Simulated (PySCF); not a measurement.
An excited-state table with gaps

Compound: Cu(AsH3)(OH) (singlet state).
Structure used (PBE0-D3(BJ)/def2-SVP), in Å, numbered top down from 1:
```xyz
7
AsCuH4O angstrom
Cu    -0.023    0.073   -1.052
As    -0.085    0.101    1.202
H      1.198   -0.011    1.995
H     -0.859   -0.954    1.959
H     -0.648    1.302    1.928
O     -0.014    0.130   -2.832
H      0.431   -0.640   -3.200
```

Method: PySCF, TDDFT B3LYP/def2-SVPD, vertical, gas phase, core orbitals frozen in the response. The B3LYP/def2-SVPD calculation is non-relativistic and has no spin–orbit coupling, an omission that weighs most on arsenic.

Orbital energies (eV): HOMO-3 -7.71, HOMO-2 -7.45, HOMO-1 -6.39, HOMO -6.09, LUMO -1.10, LUMO+1 -1.01, LUMO+2 -1.00.

Lowest singlets, with some entries withheld (?). The highest level found (5.58 eV, f 0.057 so far) is left out, since the window may have cut off a degenerate partner. Orbitals of the list HOMO-3 to LUMO+2 that lie within 0.01 eV of each other are written together with a slash and their weights summed (≥ marks a lower bound); for degenerate orbitals outside that list single weights are arbitrary.

| state | ν̃ (cm⁻¹) | f | main configurations (H = HOMO, L = LUMO) |
| --- | --- | --- | --- |
| S1 | 32060 | 0.0011 | H→L (97%) |
| S2 | 33480 | 0.0010 | H→L+1 (85%) |
| S3 | 34040 | 0.019 | H→L+2 (54%), H-1→L (38%) |
| S4 | 34890 | 0.022 | H-1→L+1 (48%), H-1→L (38%), H→L+2 (10%) |
| S5 | 35120 | 0.026 | H-1→L+2 (88%) |
| S6 | 37710 | 0.031 | H-1→L+1 (38%), H→L+2 (21%), H-2→L (17%) |
| S7 | 41710 | 0.0023 | H-2→L+2 (87%) |
| S8 | ? | 0.0004 | H-3→L (68%), H-4→L+2 (24%) |
| S9 | ? | 0.0051 | H-4→L (61%), H-3→L+2 (24%) |
| S10 | ? | 0.042 | H-2→L+1 (41%), H-2→L (36%) |
| S11 | ? | 0.0023 | H-4→L+2 (65%), H-3→L (25%) |
| S12 | ? | 0.0030 | H-3→L+2 (64%), H-4→L (25%) |
| S13 | ? | 0.012 | H-4→L+1 (70%), H-2→L+1 (10%) |
| S14 | ? | 0.0000 | H-3→L+1 (82%) |

Task: Supply the missing values.

Result: 
- S8: ν̃ = 42070 cm⁻¹
- S9: ν̃ = 42080 cm⁻¹
- S10: ν̃ = 42380 cm⁻¹
- S11: ν̃ = 43460 cm⁻¹
- S12: ν̃ = 43490 cm⁻¹
- S13: ν̃ = 44070 cm⁻¹
- S14: ν̃ = 44300 cm⁻¹

Task: How far apart are S2 and S8, in eV and cm⁻¹?

Result: 5.216 − 4.151 = 1.065 eV, or about 8590 cm⁻¹.

Task: What is the mean static polarisability from the same response equations?

Result: 63.1 au (9.35 Å³), with principal values 52.7, 52.8 and 83.8 au.

Task: Where do the lowest triplets lie (Tamm–Dancoff)?

Result: T1 3.85 eV, H→L+2 (74%), H-1→L (11%); T2 3.86 eV, H→L (77%), H→L+1 (11%); T3 3.96 eV, H-1→L (78%), H→L+2 (13%). E(S1) − E(T1) = +0.12 eV.

The run took 14 s on one thread of an Arm Neoverse V2 (shared host).
